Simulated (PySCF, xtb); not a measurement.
H3NO3S, SMILES NS(=O)(=O)O. One conformer was computed; it need not be the lowest.

Harmonic wavenumbers (cm⁻¹) from GFN2-xTB run with xtb 6.7.1 at its own minimum, in rising order: 100, 221, 297, 354, 438, 447, 471, 644, 714, 800, 827, 863, 1150, 1322, 1397, 3496, 3549, 3626.

What does r2SCAN-D4/def2-SVP run with PySCF give at its own minimum? (An estimate is asked for; the answer gives what the named calculation found.)

26, 301, 322, 414, 468, 498, 502, 612, 774, 866, 1072, 1114, 1204, 1414, 1548, 3524, 3649, 3752. Paired by order, the mean absolute difference is 86 cm⁻¹ and the zero-point energies are 29.6 and 31.5 kcal/mol.
